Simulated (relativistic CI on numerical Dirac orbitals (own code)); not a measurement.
## Slater and spin-orbit integrals, Cr¹⁴⁺

Computed by Dirac-Coulomb-Breit CI, KLI orbitals optimised for each configuration, model QED, unscaled Slater integrals (own radial code, finite nucleus).

Slater integrals F^k, G^k are unscaled and averaged over j, outside the closed core 1s2; ζ comes from projecting the Hamiltonian with its Breit term on Σ l·s of the shell.

- 2s²2p⁵3s: ζ(2p) = 46791, G^1(2p,3s) = 35421 cm⁻¹; <r>(2p) = 0.2496, <r^2>(2p) = 0.07603, <r>(3s) = 0.7251, <r^2>(3s) = 0.5969 (bohr units).
- 2s²2p⁵3p: ζ(2p) = 46761, F^2(2p,3p) = 88825, G^0(2p,3p) = 35727, G^2(2p,3p) = 38593, ζ(3p) = 10117 cm⁻¹; <r>(2p) = 0.2499, <r^2>(2p) = 0.07622, <r>(3p) = 0.7159, <r^2>(3p) = 0.5893 (bohr units).
- 2s²2p⁵3d: ζ(2p) = 46869, F^2(2p,3d) = 109470, G^1(2p,3d) = 97575, G^3(2p,3d) = 56084, ζ(3d) = 864.58 cm⁻¹; <r>(2p) = 0.2499, <r^2>(2p) = 0.07624, <r>(3d) = 0.6514, <r^2>(3d) = 0.4905 (bohr units).

Averages of the first 10 configurations, taken without configuration mixing, which lowers the lowest level and can move excited configurations by several eV; other configurations of the list can lie among them:

```
Configuration  Parity  States  Average energy above the lowest level (eV)
       2s²2p⁶    even       1                                         0.0
     2s²2p⁵3s     odd      12                                       587.3
     2s²2p⁵3p    even      36                                       618.0
     2s²2p⁵3d     odd      60                                       657.5
      2s2p⁶3s    even       4                                       704.6
      2s2p⁶3p     odd      12                                       734.2
      2s2p⁶3d    even      20                                       773.4
     2s²2p⁵4s     odd      12                                       787.8
     2s²2p⁵4p    even      36                                       800.0
     2s²2p⁵4d     odd      60                                       814.6
```
